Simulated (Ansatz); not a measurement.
Basis sets compared for Sr₂O₂⁻. The state is a doublet with charge -1. Geometry r2SCAN-D4/def2-TZVPD. Ansatz on 2 threads of Arm Neoverse V2 on a shared host; times are rough, and most runs start from earlier orbitals.

```xyz
4

Sr   -1.405   -0.743   -0.372
Sr    1.406    0.742    0.372
O    -0.563    1.282   -0.429
O     0.563   -1.281    0.430
```

In the def2 sets Sr takes a core potential; there is no spin–orbit coupling. At PBE-D4/def2-SVPD, PBE-D4/def2-TZVPD, PBE0-D4/def2-SVPD, PBE0-D4/def2-TZVPD the highest occupied level of the charge -1 doublet lies above zero (up to 0.90 eV). By energy differences its removal costs 0.38 eV (vertical, to the charge 0 singlet, at PBE-D4/def2-TZVPD); a positive level beside a positive removal energy at the same level points to self-interaction error. At PBE-D4/def2-SVPD the gap within one spin of the charge -1 doublet nearly closes, so an electron or hole may be smeared out by delocalisation error. The structure comes from a short search, and lower isomers may exist.

| level | functions | energy (Eh) | HOMO (eV) | LUMO (eV) | wall time |
| --- | --- | --- | --- | --- | --- |
| PBE-D4/def2-SVPD | 98 | -211.7342 | 0.89 | 1.02 | 3.1 s |
| PBE0-D4/def2-SVPD | 98 | -211.6898 | 0.62 | 1.18 | 3.7 s |

Q: Estimate the rows for PBE-D4/def2-TZVPD, PBE0-D4/def2-TZVPD (with forces).

A: 
```tsv
level	functions	energy (Eh)	HOMO (eV)	LUMO (eV)	wall time
PBE-D4/def2-TZVPD	146	-211.9278	0.90	1.10	3.4 s
PBE0-D4/def2-TZVPD (with forces)	146	-211.8823	0.64	1.30	4.8 s
```
